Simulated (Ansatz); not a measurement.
(GeF2)n: binding per atom (eV) at several levels, gas phase, relaxed structures; Ansatz. Clusters are the lowest isomers that short searches found in that spin, judged at the geometry's level. Binding counts from free atoms in the multiplicity of their measured ground term, without zero-point energy. Singlets are spin-restricted. The structures are stationary points that may keep the symmetry of their start.

```tsv
species	state	geometry	PBE-D4/def2-SVP	PBE-D4/def2-TZVP	r2SCAN-D4/def2-TZVP	PBE0-D4/def2-TZVP
GeF2	singlet	PBE0-D4/def2-TZVP	3.86	3.87	3.73	3.64
Ge3F6	singlet	PBE-D4/def2-SVP	4.16	4.09	3.95	3.85
Ge4F8	singlet	PBE-D4/def2-SVP	4.10	4.04	3.91	3.81
```

(1) Estimate the column for PBE0-D4/def2-SVP.

(1) GeF2 3.60; Ge3F6 3.88; Ge4F8 3.83.
